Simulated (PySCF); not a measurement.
# Radial density of Sn (tin, neutral)

PBE, [Kr] 4d10 5s2 5p2, high-spin 3P determinant. Calculation: PySCF 2.14, in x2c-SVPall (6s5p3d, 36 functions); scalar relativity by spin-free X2C-1e.

```json
{"r (bohr)": "0.0229", "4πr²ρ (e/bohr)": "64.11", "4πr²(ρα − ρβ)": "0.0041"}
{"r (bohr)": "0.0385", "4πr²ρ (e/bohr)": "55.14", "4πr²(ρα − ρβ)": "0.0133"}
{"r (bohr)": "0.0648", "4πr²ρ (e/bohr)": "71.58", "4πr²(ρα − ρβ)": "0.0210"}
{"r (bohr)": "0.109", "4πr²ρ (e/bohr)": "77.42", "4πr²(ρα − ρβ)": "0.0009"}
{"r (bohr)": "0.183", "4πr²ρ (e/bohr)": "57.02", "4πr²(ρα − ρβ)": "0.0163"}
{"r (bohr)": "0.308", "4πr²ρ (e/bohr)": "63.30", "4πr²(ρα − ρβ)": "0.0258"}
{"r (bohr)": "0.519", "4πr²ρ (e/bohr)": "21.33", "4πr²(ρα − ρβ)": "0.0473"}
{"r (bohr)": "0.873", "4πr²ρ (e/bohr)": "22.44", "4πr²(ρα − ρβ)": "0.0371"}
{"r (bohr)": "1.47", "4πr²ρ (e/bohr)": "6.914", "4πr²(ρα − ρβ)": "0.1826"}
{"r (bohr)": "2.47", "4πr²ρ (e/bohr)": "2.107", "4πr²(ρα − ρβ)": "0.7679"}
{"r (bohr)": "4.15", "4πr²ρ (e/bohr)": "0.4817", "4πr²(ρα − ρβ)": "0.3596"}
{"r (bohr)": "6.98", "4πr²ρ (e/bohr)": "0.01638", "4πr²(ρα − ρβ)": "0.0154"}
```

Densities and radii are taken from the X2C orbitals without a picture-change correction, which distorts them close to the nucleus.
